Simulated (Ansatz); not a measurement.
Cost and result up the ladder for the cluster Si5Te3 (8 atoms). The state is a singlet with charge 0. Geometry: PBE-D4/def2-SVP.

```
atom   x (Å)   y (Å)   z (Å)
 Si1  -0.727   0.077   0.977
 Si2  -2.428   1.003  -0.545
 Si3   1.537  -0.492   1.338
 Si4   0.473   0.819   2.826
 Si5  -0.172  -1.823  -0.468
 Te6   2.493  -1.997  -0.341
 Te7  -0.394   2.484  -1.372
 Te8  -0.782  -0.071  -2.415
```

Ansatz on 4 threads of Arm Neoverse V1 on a shared host. Times are rough, and most runs start from the orbitals of an earlier one. PBE0-D4/def2-TZVP serves as the yardstick here, not as an exact answer. Differences are given only for rows in sets of like size (and for xTB, whose basis is part of the method), since another set adds its own error. Binding counts from free atoms at the same level (Si triplet, Te triplet; other spins of the atoms weren't run), without zero-point energy or a counterpoise term.

In the def2 sets Te takes a core potential; there is no spin–orbit coupling. Correlated methods freeze 37 core orbitals; core or outer-core shells of Te are correlated, in sets that lack core-valence functions. The rows differ in basis, and correlated rows in double-zeta sets carry the largest basis error. Another isomer (singlet) lies 1.34 eV lower at PBE0-D4/def2-TZVP; other spin states weren't run for this one.

Correlated methods converge slowly with the basis, most of all in double-zeta sets.

```csv
level,functions,wall time,binding energy per atom (eV),difference from PBE0-D4/def2-TZVP (eV)
PBE-D4/def2-TZVP (with forces),335,10 s,3.20,0.16
r2SCAN-D4/def2-TZVP,335,19 s,3.01,-0.03
PBE0-D4/def2-TZVP,335,22 s,3.04,0.00
r2SCANh-D4/def2-TZVP,335,29 s,2.96,-0.08
B2PLYP/def2-TZVP,335,35 s,2.82,-0.22
CCSD(T)/def2-SVP,168,90 s,2.46,–
```
